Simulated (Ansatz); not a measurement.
## Reading a saddle point

A first-order saddle point of CH7FGe, closed shell, PBE0-D4/def2-TZVP, with one imaginary mode of 1137i cm⁻¹:

| atom | x (Å) | y (Å) | z (Å) |
| --- | --- | --- | --- |
| Ge1 | -0.4545 | 0.0549 | -0.5847 |
| H2 | -0.5099 | 1.8326 | -0.0408 |
| H3 | -0.2413 | -0.4271 | -2.0244 |
| H4 | -1.9900 | 0.2162 | -0.4055 |
| C5 | 0.2801 | -0.9946 | 0.8634 |
| H6 | 0.3713 | 1.7728 | -0.3528 |
| F7 | 1.3027 | 1.1299 | -0.8742 |
| H8 | -0.2248 | -1.9620 | 0.8988 |
| H9 | 0.1191 | -0.4841 | 1.8133 |
| H10 | 1.3474 | -1.1384 | 0.7068 |

Computed with Ansatz 0.2.0 (basis: def2-TZVPP and def2-QZVPP); correlated methods freeze the cores. Filled d shells of the heavier atoms are correlated. The def2 sets are not built for correlating such inner shells, so the correlated values are less sure here. Extrapolation: Hartree–Fock as exp(−7.88 √X), correlation as X^−2.97.

Question: Which contacts change along the imaginary mode, and what lies on either side? (Judge from chemistry; the calculation decides.)

Answer: The calculation gives: The step is CH₆Ge ([CH3][GeH3]) + HF → CH₅FGe ([CH3][GeH2][F]) + H₂, with the molecules in contact on both sides. Shortening one way: Ge1–F7, H2–H6; lengthening the same way: Ge1–H2, H6–F7.
| pair | one side (Å) | saddle (Å) | other side (Å) |
| --- | --- | --- | --- |
| Ge1–F7 | 3.52 | 2.08 | 1.75 |
| H2–H6 | 1.72 | 0.94 | 0.75 |
| Ge1–H2 | 1.56 | 1.86 | 3.94 |
| H6–F7 | 0.93 | 1.25 | 2.57 |

Question: Which side is lower, and how far does the saddle lie above each? (Judge from chemistry; the value comes from the calculation.)

Answer: By the calculation: The side with Ge1–F7, H2–H6 short is lower by 8.41 kcal/mol; the saddle lies 49.94 kcal/mol above it and 41.53 kcal/mol above the other (CCSD(T) at an estimated basis limit (MP2 extrapolated from triple and quadruple zeta, plus CCSD(T) − MP2 in triple zeta); electronic energies).

The T1 diagnostic stays at or below 0.013.

Labels in which every atom is bracketed show which atoms are joined, not bond orders.

For scale, one of the runs: CCSD(T)/def2-TZVPP, 208 basis functions, launched by `ansatz run in.yaml --threads 4 --pin off --events-out ev --progress --plain --max-ram 9574MiB`. Hardware: 4 CPU threads of an Intel Xeon, shared host. Wall time 100 s; peak host memory 2.9 GiB.
